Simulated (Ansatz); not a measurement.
One change: `O[SiH](O)F` becomes `O[SiH2]O`.

Ansatz, PBE0-D4/def2-TZVP geometries, multiplicity 1. Each molecule was computed in one conformer, which needn't be the lowest.

| property | `O[SiH](O)F` |
| --- | --- |
| LUMO energy (PBE0/def2-TZVPP) / eV | 0.70 |
| zero-point energy (PBE0-D4/def2-TZVP) / kJ/mol | 106.0 |
| LUMO energy (B3LYP/def2-TZVPP) / eV | 0.29 |
| ideal-gas entropy at 298 K and 1 bar (rigid rotor, harmonic PBE0-D4/def2-TZVP) / J/(mol·K) | 306 |
| size of the dipole moment (PBE/def2-TZVPP) / D | 1.51 |
| LUMO energy (PBE/def2-TZVPP) / eV | -0.21 |

**Question.** What does the change do to each property? (An estimate is asked.)

**Answer.** Ansatz gave: 
```
                                                                                  property  `O[SiH2]O`  shift
                                                        LUMO energy (PBE0/def2-TZVPP) / eV        0.50  -0.20
                                            zero-point energy (PBE0-D4/def2-TZVP) / kJ/mol       120.0   14.0
                                                       LUMO energy (B3LYP/def2-TZVPP) / eV        0.16  -0.13
ideal-gas entropy at 298 K and 1 bar (rigid rotor, harmonic PBE0-D4/def2-TZVP) / J/(mol·K)         277    -29
                                            size of the dipole moment (PBE/def2-TZVPP) / D        1.09  -0.42
                                                         LUMO energy (PBE/def2-TZVPP) / eV       -0.37  -0.16
```

With PBE0 the HOMO rises by 0.73 eV and the LUMO falls by 0.20 eV, so the gap narrows by about 0.93 eV. PBE moves the HOMO by 0.58 eV and ωB97M-V by 0.82 eV. Dipoles are sizes alone; their direction can turn.

B3LYP here is the variant with VWN-RPA as its local correlation; programs differ in this.
